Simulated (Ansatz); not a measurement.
`OC[SiH2][SbH2]`, charge 0, multiplicity 1.

Problem. Give a relaxed structure at PBE0-D4/def2-TZVP (Ansatz 0.2.0). (An estimate is asked.)

Solution. The calculation gave: 
Z-matrix (Å, degrees):
```
C
Si 1 1.897
O 1 1.415 2 113.1
H 1 1.094 2 108.7 3 118.1
H 1 1.099 2 109.6 3 -125.7
Sb 2 2.578 1 111.0 3 55.1
H 2 1.488 1 110.9 3 -64.6
H 2 1.490 1 110.4 3 174.8
H 3 0.963 1 108.3 2 -54.2
H 6 1.711 2 90.5 1 49.0
H 6 1.714 2 90.9 1 -42.2
```
This is one stationary point; other conformers may exist.
